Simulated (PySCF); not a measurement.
# What a mistake does to a calculation on BCFH6Si

These are calculations, not measurements. The program is PySCF 2.14.0, an open-source quantum chemistry code, run on an isolated molecule that a program drew, which may never have been made. The molecule is BCFH6Si (charge 0, singlet), drawn as the SMILES string `FBC[SiH3]`.

Each row is a Hartree-Fock (HF) and frozen-core CCSD(T) single point in the cc-pV(D+d)Z basis, meant for a local HF minimum. Run 1 is clean. Each other run has one planted mistake out of seven kinds, and not every kind appears here: one electron removed, one electron added, multiplicity raised by two, geometry at a saddle point, minimal basis STO-3G, one bond length entered in bohr, all coordinates scaled. The reference is restricted for singlets and unrestricted otherwise, and also for a bond in bohr. Adding or removing an electron swaps singlet and doublet. Electrons count all cores. HOMO and LUMO are orbital energies over both spins, the gradient is its largest component, and the lowest frequency (negative if imaginary) is given only where the gradient is small. Bond lengths are over the 9 bonds as drawn. T1 is the CCSD diagnostic: over 0.02 (restricted) or 0.045 (unrestricted) a single reference is doubtful.

Geometry of the clean run:
```xyz
10
BCFH6Si, angstrom
F     0.6191    2.0911    1.4892
B     0.5028    0.8111    1.1301
C     0.3371    0.4434   -0.3748
Si    1.9802    0.0835   -1.2489
H     0.5625    0.0028    2.0156
H    -0.1412    1.2578   -0.9294
H    -0.2665   -0.4635   -0.4865
H     2.6848   -1.0387   -0.5848
H     1.7161   -0.2878   -2.6576
H     2.8579    1.2761   -1.2220
```

```
run  electrons  basis functions  <S^2>  HOMO (eV)  LUMO (eV)  gradient (hartree/bohr)  lowest frequency (cm^-1)  mean bond (Å)  longest bond (Å)      T1  HF (hartree)  CCSD(T) (hartree)                     mistake
  1         40               95  0.000     -12.22       3.10                  2.7e-05                        65         1.4025             1.896  0.0127    -454.48870         -455.06823                    no fault
  2         40               30  0.000      -9.90       7.79                  3.4e-02                         -         1.4025             1.896  0.0143    -448.98039         -449.18534        minimal basis STO-3G
  3         40               95  2.018      -5.55      -2.59                  9.7e-02                         -         1.4025             1.896  0.0337    -454.24857         -454.83475  multiplicity raised by two
  4         39               95  0.767     -18.56      -9.25                  9.5e-02                         -         1.4025             1.896  0.0627    -454.09445         -454.65685        one electron removed
  5         40               95  0.000     -12.26       3.20                  1.5e-02                         -         1.3857             1.873  0.0125    -454.48739         -455.06551                           ?
```

**Which mistake was planted in run 5, and what did it cost?**

The mean and the longest bond both change by the same factor, 0.988, and the gradient is no longer small. So the mistake is: all coordinates scaled. Subtracting run 1 and multiplying by 627.51 kcal/mol a hartree, the energy moved by 0.8 kcal/mol in HF and 1.7 kcal/mol in CCSD(T).

Cautions from the logs. Run 4: T1 is over the limit, so its CCSD(T) energy is less reliable.
